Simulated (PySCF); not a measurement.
SiHFClBr, SMILES Cl[SiH](F)Br. Geometry: B3LYP-D3(BJ)/def2-SVP.

Computed equilibrium geometry at B3LYP-D3(BJ)/def2-SVP (PySCF confirms it by a frequency run) as bond lengths and angles:
Atoms: Si1 F2 Cl3 Br4 H5. Bonded distances (Å): Si1–F2 1.614, Si1–Cl3 2.050, Si1–Br4 2.209, Si1–H5 1.472. Angles (°): F2–Si1–Cl3 108.0, F2–Si1–Br4 108.3, F2–Si1–H5 108.9, Cl3–Si1–Br4 110.4, Cl3–Si1–H5 110.6, Br4–Si1–H5 110.4.
